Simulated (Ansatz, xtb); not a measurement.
C6H7NO: which of two isomers lies lower

We compare I, `C=Cc1cnc(C)o1`, a singlet, with II, `C=Cc1coc(C)n1`, a singlet. Both are isolated molecules in the gas phase, relaxed with B3LYP-D3(BJ)/def2-SVP; each stands in its lowest conformer found.

Quicker runs give these differences E(II) − E(I): GFN2-xTB +1.31 kcal/mol; HF/STO-3G +1.02 kcal/mol (at GFN2-xTB geometries); r2SCAN-D4/def2-SVP +1.44 kcal/mol (at GFN2-xTB geometries).

**Question.** Estimate E(II) − E(I) at the level CCSD(T)/def2-SVP + ΔMP2/def2-TZVPP.

**Answer.** CCSD(T)/def2-SVP + ΔMP2/def2-TZVPP gives E(II) − E(I) = +0.80 kcal/mol, slightly favouring structure I, which is too small a margin to settle the true order.

How the difference moves with the method:

```tsv
level	geometry	E(II) − E(I) (kcal/mol)	departure from the last row (kcal/mol)	job, with rough time for the two
GFN2-xTB	GFN2-xTB	+1.31	+0.51	optimisation, 0.36 s
HF/STO-3G	GFN2-xTB	+1.02	+0.22	single point, 1.6 s
r2SCAN-D4/def2-SVP	GFN2-xTB	+1.44	+0.64	single point, 10 s
B3LYP-D3(BJ)/def2-SVP	B3LYP-D3(BJ)/def2-SVP	+1.28	+0.48	optimisation, 2.5 min
HF/def2-SVP	B3LYP-D3(BJ)/def2-SVP	+0.88	+0.08	part of the CCSD(T) run
MP2/def2-SVP	B3LYP-D3(BJ)/def2-SVP	+0.95	+0.15	part of the CCSD(T) run
CCSD(T)/def2-SVP	B3LYP-D3(BJ)/def2-SVP	+0.68	−0.12	single point
CCSD(T)/def2-SVP + ΔMP2/def2-TZVPP	B3LYP-D3(BJ)/def2-SVP	+0.80		single point, 4.9 min
```

As drawn, both hold the same kinds of bond in the same numbers.

The largest departure from CCSD(T)/def2-SVP + ΔMP2/def2-TZVPP is that of r2SCAN-D4/def2-SVP, 0.64 kcal/mol. The last row adds to CCSD(T) the change of the MP2 difference between the two basis sets, here +0.12 kcal/mol.

With thermal terms from frequencies at re-optimised GFN2-xTB minima (ideal gas, soft modes damped towards free rotors, one conformer each, 298.15 K, 1 atm): the zero-point term adds −0.09 kcal/mol; ΔH is +0.72 and ΔG +0.70 kcal/mol.

The correlated steps freeze 8 core orbitals. Codes used: Ansatz 0.2.0, xtb 6.7.1; the last row on 2 threads of Intel(R) Xeon(R) Processor @ 2.50GHz (Skylake/Cascade Lake) on a shared host.
